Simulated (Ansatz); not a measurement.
Computed with Ansatz on PBE0-D4/def2-TZVP structures; ΔE is electronic, products minus reactants. CBS: MP2 limit from def2 TZ/QZ plus the TZ coupled-cluster correction, frozen cores. One conformer a species, not always the lowest.

Consider the substitution at a C–C bond: `CCC(C)O` + `[OH][AlH][CH2]F` → `C[O][AlH][CH2]F` + `CCCO`.

| species | MP2/def2-QZVPP energy (Eh) |
| --- | --- |
| `CCC(C)O` | -233.27525 |
| `[OH][AlH][CH2]F` | -457.37811 |
| `C[O][AlH][CH2]F` | -496.58786 |
| `CCCO` | -194.03366 |

(1) Work out ΔE.

Largest T1 diagnostic among the species: 0.012.

## Answers

(1) ΔE = (-496.58786) + (-194.03366) − (-233.27525) − (-457.37811) = 0.03184 Eh = +20.0 kcal/mol. CCSD(T)/CBS gives +18.8 kcal/mol.

In def2-TZVPP, CCSD(T) changes the Hartree–Fock value by +4.1 kcal/mol (the triples alone add +0.4 kcal/mol) and MP2 by +5.7 kcal/mol. The D4 term adds +0.8 kcal/mol with B3LYP and +0.4 kcal/mol with PBE0; it sums over pairs of atoms, weighted by their polarisabilities, and B3LYP, whose exchange is more repulsive, gets the larger term.

B3LYP here is the variant with VWN-RPA as its local correlation; programs differ in this.
